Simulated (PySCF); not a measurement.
**Levels of Zn¹⁹⁺ from EOM-EA-GCCSD**

Reference: closed-shell Zn²⁰⁺, [Ne]; one electron is added. Calculated with PySCF 2.14, two-component X2C-1e with screened spin-orbit coupling, an even-tempered Gaussian basis (18 s from 1.2 bohr⁻², ratio 2.6; 12 p from 1.5 bohr⁻², ratio 2.6; 6 d from 1.5 bohr⁻², ratio 2.8; 3 f from 45 bohr⁻², ratio 2.8); frozen 1s2; the 50 highest virtual spinors dropped; of the others 44 kept and the rest restored at second order. No Breit or QED terms. Binding energies in eV.

```
level  Koopmans  second order  EOM-CCSD
3s1/2    736.66        737.32    737.32
3p1/2    693.61        694.35    694.35
3p3/2    688.14        688.86    688.86
3d3/2    629.73        630.24    630.24
3d5/2    628.84        629.35    629.35
```

Electric-dipole lines between these computed levels:

| lower | upper | ΔE (eV) | vacuum wavelength (nm) |
| --- | --- | --- | --- |
| 3s1/2 | 3p1/2 | 42.974 | 28.85 |
| 3s1/2 | 3p3/2 | 48.462 | 25.58 |
| 3p1/2 | 3d3/2 | 64.107 | 19.34 |
| 3p3/2 | 3d3/2 | 58.620 | 21.15 |
| 3p3/2 | 3d5/2 | 59.512 | 20.83 |

For comparison, the ionisation energy of Zn¹⁹⁺ is 737.37 eV (semi-empirical (NIST evaluation); NIST Atomic Spectra Database, ionization energies).

Only part of the computed levels is shown.
